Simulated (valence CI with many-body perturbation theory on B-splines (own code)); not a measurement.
# Which ion has this spectrum?

A relativistic CI+MBPT calculation for an atom or ion with 16 electrons gives these levels (cm⁻¹):

| J | Parity | E | g |
| --- | --- | --- | --- |
| 2 | even | 0 | 1.39 |
| 0 | even | 66892 |  |
| 1 | even | 175433 | 1.50 |
| 2 | even | 218137 | 1.11 |
| 0 | even | 426982 |  |
| 2 | odd | 767556 | 1.49 |
| 1 | odd | 823327 | 1.33 |
| 2 | odd | 885475 | 1.08 |
| 0 | odd | 890746 |  |
| 3 | odd | 896040 | 1.29 |
| 1 | odd | 925997 | 1.42 |
| 4 | odd | 929814 | 1.37 |
| 0 | odd | 956879 |  |
| 2 | odd | 961348 | 1.31 |

The energies are calculated, and their last digits are not significant.

(1) Which is it?
A. Mo26+
B. Rh29+
C. Ru28+
D. Y23+

Results:

(1) A. Mo26+, ground level (3s^2 3p1/2^2 3p3/2^2) J=2.
